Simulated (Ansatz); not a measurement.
**Relative stability**

The two ends of one reaction step of ZnAsH₅SO, closed shell (PBE0-D4/def2-TZVP).

A:

Zn1  (-1.078, 0.237, -0.312)
S2  (1.664, -0.402, -0.782)
O3  (-1.405, 1.021, -1.900)
H4  (1.925, -0.449, 0.533)
As5  (-1.435, -0.482, 1.928)
H6  (2.000, 0.896, -0.872)
H7  (-0.838, 0.751, -2.623)
H8  (-0.150, 0.209, 2.379)
H9  (-0.682, -1.781, 1.649)
(Å)

B:

```xyz
9
angstrom
Zn 0.2411 0.4660 -1.1614
S 2.3873 0.2635 -1.0332
O -1.5158 0.6668 -1.4127
H -0.7216 -1.3718 0.3363
As -0.9311 -0.7822 1.7267
H 2.3533 0.0518 0.2934
H -1.7723 1.1946 -2.1705
H -0.5384 0.6227 1.2803
H 0.4976 -1.1114 2.1412
```

Ansatz 0.2.0; basis: def2-TZVPP; cores frozen in the correlated methods. The 3s and 3p shells of Cu and Zn are frozen; filled d shells are correlated. The def2 sets are not built for correlating such inner shells, so the correlated values are less sure here. B3LYP uses VWN-RPA correlation.

Problem. Which structure is lower at CCSD(T), and by how much? (An estimate is asked for; the value comes from the calculation.)

Solution. Computed: B, by 14.2 kJ/mol (electronic energy, against the other). By their contacts, A is a complex of ZnAsH₃O ([OH][Zn][AsH2]) + H₂S and B is a complex of ZnH₂SO ([OH][Zn][SH]) + AsH₃.

All methods give the same order:

| method | E(B) − E(A) (kJ/mol) |
| --- | --- |
| SPW92 | -7.3 |
| PBE-D4 | -6.8 |
| BLYP-D4 | -8.8 |
| r2SCAN-D4 | -12.4 |
| B97M-V | -21.0 |
| PBE0-D4 | -7.8 |
| B3LYP-D4 | -9.6 |
| r2SCAN0-D4 | -11.1 |
| BHLYP-D4 | -11.3 |
| CAM-B3LYP-D4 | -12.1 |
| wB97X-V | -12.8 |
| wB97M-V | -10.7 |
| B2PLYP | -11.4 |
| PBE-QIDH | -10.7 |
| RPA on PBE | -15.2 |
| HF | -16.4 |
| MP2 | -13.5 |
| CCSD | -14.5 |
| CCSD(T) | -14.2 |

The T1 diagnostic stays at or below 0.015.

Labels in which every atom is bracketed show which atoms are joined, not bond orders.

For scale, one of the runs: CCSD(T)/def2-TZVPP, 255 basis functions, launched by `ansatz run in.yaml --threads 8 --pin off --events-out ev --progress --plain --max-ram 19148MiB`. The run took 3.5 min on 8 CPU threads of an Intel Xeon (shared host), with 5.6 GiB of host memory at its peak.
